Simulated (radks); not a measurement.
Charge is removed step by step from the 4s down level of Br, starting from [Ar] 3d10 4s(up 1, down 1) 4p5. All-electron calculation, scalar-relativistic Kohn-Sham, LDA (Slater exchange, Perdew-Wang correlation), spin-polarised, spherical densities, finite nucleus; open shells are filled with parallel spins first; Fermi nuclear charge, rms radius 4.1629 fm. Program: a radial shooting solver on a logarithmic mesh with Libxc functionals.

| removed (e) | E - E(0) (eV) | eigenvalue (eV) | E minus straight line (eV) |
|---|---|---|---|
| 0 | 0.000 | -19.943 | 0.000 |
| 0.1 | 2.043 | -20.932 | -0.464 |
| 0.2 | 4.186 | -21.935 | -0.828 |
| 0.3 | 6.430 | -22.953 | -1.092 |
| 0.4 | 8.777 | -23.984 | -1.253 |
| 0.5 | 11.227 | -25.027 | -1.310 |
| 0.6 | 13.782 | -26.082 | -1.262 |
| 0.7 | 16.443 | -27.148 | -1.108 |
| 0.8 | 19.212 | -28.225 | -0.847 |
| 0.9 | 22.088 | -29.312 | -0.478 |
| 1 | 25.074 | -30.407 | 0.000 |

Removing the whole electron costs 25.074 eV by Delta-SCF, against 19.943 eV from minus the eigenvalue at the starting occupation. Slater's transition state (half an electron removed) gives 25.027 eV. Integrating minus the eigenvalue over the occupation (Janak's theorem) gives 25.076 eV. In this scalar-relativistic scheme the density is built from large components alone, so the theorem holds only approximately. The mean slope of the eigenvalue, de/dn, is 10.5 eV per electron.
